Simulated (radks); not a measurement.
Fractional charge and spin in the 5p shell of lanthanum: the spin-up occupation runs from 2 to 3 and the spin-down occupation from 2 to 3; the fullest corner is La+, [Kr] 4d10 5s2 5d(up 1, down 1) 5p(up 3, down 3). Calculated with a radial shooting solver on a logarithmic mesh with Libxc functionals: scalar-relativistic Kohn-Sham, SCAN, spin-polarised, spherical densities, finite nucleus; meta-GGA in the generalised Kohn-Sham scheme; Fermi nuclear charge, rms radius of each element as measured or else 0.836 A^(1/3) + 0.57 fm. Energy (eV) above the fullest corner. The planes named below are the two flat planes that join the four corners, with an edge along up + down = one added electron.

down \ up,2,2.25,2.5,2.75,3
2,74.592,62.856,51.778,41.374,31.619
2.25,62.856,51.872,41.549,31.862,22.823
2.5,51.778,41.549,31.944,22.976,14.624
2.75,41.374,31.862,22.976,14.700,7.028
3,31.619,22.823,14.624,7.028,0.000

Corners above the fullest one (they belong to La2+ and the next ion): (up 3, down 2) 31.619 eV, (up 2, down 3) 31.619 eV, (up 2, down 2) 74.592 eV. With half an added electron in each spin the energy lies 0.325 eV from the planes, and with half an added electron in spin up alone -1.328 eV. The planes are only a guide here: the flat-plane condition holds for ground states with one frontier orbital, while this shell lies below other occupied shells, so the corners above the fullest one are inner-hole states and not the ground states of those ions.
